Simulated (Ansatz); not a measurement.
`[NH2][Ga]([Cl])[Br]` + `[Cl][InH2]` → `[NH2][Ga]([Cl])[Cl]` + `[Br][InH2]`  (redistribution)

Computed with Ansatz on PBE0-D4/def2-TZVP structures; ΔE is electronic, products minus reactants. CCSD(T)/CBS adds triple-zeta CCSD(T) − MP2 to the extrapolated MP2 energy (def2 sets, frozen cores). def2 core potentials past Kr. For Br, Ga, In outer-core shells are correlated without core-valence functions, which leaves a few kJ/mol of doubt a bond. Scalar relativity is left out up to krypton. Each species was taken in one conformer, which may not be the lowest.

| species | CCSD(T)/CBS(def2) energy (Eh) |
| --- | --- |
| `[NH2][Ga]([Cl])[Br]` | -5013.08446 |
| `[Cl][InH2]` | -650.81839 |
| `[NH2][Ga]([Cl])[Cl]` | -2899.54184 |
| `[Br][InH2]` | -2764.36342 |

Work out ΔE.

ΔE = (-2899.54184) + (-2764.36342) − (-5013.08446) − (-650.81839) = -0.00241 Eh = -1.5 kcal/mol.

Largest T1 diagnostic among the species: 0.014.

In def2-TZVPP, CCSD(T) changes the Hartree–Fock value by +0.8 kcal/mol (the triples alone add +0.1 kcal/mol) and MP2 by +0.9 kcal/mol. At CCSD(T), def2-SVP lies −1.0 kcal/mol from the extrapolated value and def2-TZVPP +0.2 kcal/mol. Leaving LDA and LC-ωPBE aside and taking each functional with its dispersion term where it has one, the values, not all of them listed here, spread over 0.6 kcal/mol, from r2SCAN0-D4 to BLYP-D4.
